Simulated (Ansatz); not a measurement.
`C[CH2][GeH]([GaH2])[O]C` → `C[CH2][Ge][O]C` + `[GaH3]`  (germylene formation by 1,1-elimination)

Gas-phase electronic energies from Ansatz, PBE0-D4/def2-TZVP geometries. CCSD(T)/CBS is the MP2 limit (def2-TZVPP, def2-QZVPP) plus CCSD(T) − MP2 in def2-TZVPP, frozen cores. Functionals use def2-TZVPP. For Ga, Ge outer-core shells are correlated without core-valence functions, which leaves a few kJ/mol of doubt a bond. Scalar relativity is left out up to krypton. Each species was taken in one conformer, which may not be the lowest.

| level | ΔE (kcal/mol) | difference from CCSD(T)/CBS |
| --- | --- | --- |
| PBE-D4 | 28.6 | -1.2 |
| revPBE-D4 | 26.9 | -2.9 |
| BLYP-D4 | 22.8 | -7.0 |
| r2SCAN0-D4 | 33.0 | 3.2 |
| PBE-QIDH | 33.7 | 3.9 |
| revPBE | 22.1 | -7.7 |
| CCSD/def2-SVP | 27.2 | -2.6 |
| MP2/def2-TZVPP | 33.6 | 3.8 |
| CCSD(T)/def2-TZVPP | 31.7 | 1.9 |
| HF/CBS(def2) | 24.0 | -5.8 |
| CCSD(T)/CBS | 29.8 | 0 |

Largest T1 diagnostic among the species: 0.014.

Leaving LDA and LC-ωPBE aside and taking each functional with its dispersion term where it has one, the values spread over 10.9 kcal/mol, from BLYP-D4 to PBE-QIDH. LDA lies +8.2 kcal/mol from PBE without D4. In def2-TZVPP, CCSD(T) changes the Hartree–Fock value by +6.8 kcal/mol (the triples alone add +0.5 kcal/mol) and MP2 by +8.7 kcal/mol.
